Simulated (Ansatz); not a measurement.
The same group exchange along the group O, S, Te.

Isolated molecules relaxed with PBE0-D4/def2-TZVP in Ansatz; ΔE leaves out vibrations. CBS: MP2 limit from def2 TZ/QZ plus the TZ coupled-cluster correction, frozen cores. This one scheme is used for every species. def2 core potentials past Kr. For Te outer-core shells are correlated without core-valence functions, which leaves a few kJ/mol of doubt a bond. One conformer a species, not always the lowest.

Question: Order these by ΔE at CCSD(T)/CBS, lowest first. (Best estimate.)
A. `CCS[SiH3]` + `C[SiH3]` → `C[SiH2]S[SiH3]` + `CC`
B. `CCO[SiH3]` + `C[SiH3]` → `C[SiH2]O[SiH3]` + `CC`
C. `CC[Te][SiH3]` + `C[SiH3]` → `C[SiH2][Te][SiH3]` + `CC`

Answer: B (-194.6 kJ/mol), A (-117.2 kJ/mol), C (-104.1 kJ/mol).

Largest T1 diagnostic: 0.011, for `C[SiH2]S[SiH3]`.
